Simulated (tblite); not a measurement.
Species: C5H11ClO2Si.
Cartesian coordinates in Å at the GFN2-xTB level; atoms count from 1:
```xyz
20
C5H11ClO2Si angstrom
C      2.6504    0.9506    0.2532
C      1.8170   -0.3213    0.1565
C      0.3570   -0.0648    0.5224
C     -0.4633   -1.3596    0.5328
O     -1.8018   -1.1603    0.9024
C     -2.5915   -0.5642   -0.1279
Si    -1.7784    1.1036   -0.5802
Cl    -2.0094    1.6282   -2.4954
O     -0.1901    0.8404   -0.4155
H      2.6676    1.3182    1.2766
H      2.2257    1.7207   -0.3850
H      3.6715    0.7577   -0.0648
H      1.8522   -0.7052   -0.8646
H      2.2160   -1.0850    0.8261
H      0.2915    0.3972    1.5164
H     -0.4079   -1.8209   -0.4647
H     -0.0481   -2.0484    1.2720
H     -3.5898   -0.4786    0.2983
H     -2.6506   -1.2580   -0.9797
H     -2.2232    2.1604    0.3229
```

Level: GFN2-xTB in tblite, geometry and Hessian alike; calculated harmonic values, unscaled, isolated species. Errors from tens to a few hundred cm⁻¹ against measured bands are possible. Modes of hydrogen on silicon can be 10 to 20 % off. One conformer, not necessarily the lowest.

Harmonic wavenumbers (cm⁻¹): 59.9, 70.7, 92.0, 129.1, 188.7, 218.2, 232.2, 283.8, 323.2, 337.0, 430.4, 462.2, 514.9, 558.9, 652.8, 686.8, 728.9, 767.5, 797.2, 851.5, 929.7, 946.4, 983.7, 1044.9, 1049.7, 1104.6, 1109.3, 1137.5, 1142.6, 1186.3, 1245.8, 1253.1, 1270.5, 1280.5, 1315.6, 1340.6, 1348.8, 1409.1, 1446.8, 1452.2, 1469.8, 1495.0, 1500.2, 2279.5, 2852.4, 2872.2, 2897.8, 2978.5, 2984.5, 2991.9, 3001.9, 3037.5, 3045.1, 3054.4.

A = 1571, B = 860.6, C = 606.8 MHz; mass 166.022 u (most abundant isotopes); point group C1, symmetry number 1.

**Question.** What is the zero-point energy?

**Answer.** ½Σν̃ = 34422 cm⁻¹ = 98.42 kcal/mol.

**Question.** What is S at 200 K and 1 bar for an ideal gas of classical rigid rotors and harmonic oscillators?

**Answer.** Translation 39.27, rotation 29.16, vibration 19.92: S = 88.4 cal/(mol K).

**Question.** And Cp and H(200 K) − H(0)?

**Answer.** Cp = 30.01 cal/(mol K), of which vibrations give 22.07 (their classical limit is 54 R = 107.3); H(200 K) − H(0) = 3.81 kcal/mol without the zero-point energy, 2.22 from vibrations.

**Question.** Which modes carry the vibrational entropy at 200 K?

**Answer.** 59.9 cm⁻¹: 3.68; 70.7 cm⁻¹: 3.35; 92.0 cm⁻¹: 2.84; 129.1 cm⁻¹: 2.20; 188.7 cm⁻¹: 1.53; 218.2 cm⁻¹: 1.28 cal/(mol K); the other 48 give 5.04 together.

**Question.** What must be added to the electronic energy to get the Gibbs energy at 200 K and 1 bar?

**Answer.** ZPE + [H(200 K) − H(0)] − T·S = 98.42 + 3.81 − 17.67 = 84.56 kcal/mol.

**Question.** Blend soft modes into free rotors: weight 1/[1 + (100 cm⁻¹/ν̃)⁴] for the oscillator and the rest for a rotor with moment μB/(μ + B), μ = h/(8π²ν), B = 10⁻⁴⁴ kg m². What vibrational entropy results?

**Answer.** 18.75 cal/(mol K) in place of 19.92, which changes −T·S at 200 K by +0.23 kcal/mol.

Hindered rotation and anharmonicity are outside this model. Other conformers, if any are populated, would add a mixing term that is left out. The structure is chiral; the term R ln 2 for an equal mix with its mirror image is left out.
